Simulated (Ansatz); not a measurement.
Input for Ansatz (an electronic-structure program): R-wB97M-V/def2-TZVPP on F5HMo (SMILES [F][MoH]([F])([F])([F])[F]). Elements past Kr take the def2 small-core potentials; no spin–orbit coupling.

Ansatz 0.2 input:
```yaml
crystal:
  periodic: [false, false, false]
  atoms:
    - {symbol: Mo, position_ang: [0.07001968, -0.04382369, 0.02355899]}
    - {symbol: F, position_ang: [1.82336390, 0.50180683, -0.11926234]}
    - {symbol: F, position_ang: [0.36385730, -0.88595120, 1.63502913]}
    - {symbol: F, position_ang: [-1.03968540, -1.49957292, -0.20357797]}
    - {symbol: F, position_ang: [-0.19266304, 1.48369264, 1.01338014]}
    - {symbol: F, position_ang: [0.28681826, -0.23908762, -1.79773422]}
    - {symbol: H, position_ang: [-1.31161071, 0.68283595, -0.55139374]}
basis:
  gaussian:
    orbitals: def2-TZVPP
hamiltonian:
  xc: {name: wB97M-V}
scf: {lower_state_search: off}
```

Task: Give the final energy of this run.

Result: -568.1824 hartree.

Task: How many basis functions does it have, and what does it roughly cost on one machine?

Result: 225 functions; roughly 10 core-seconds.
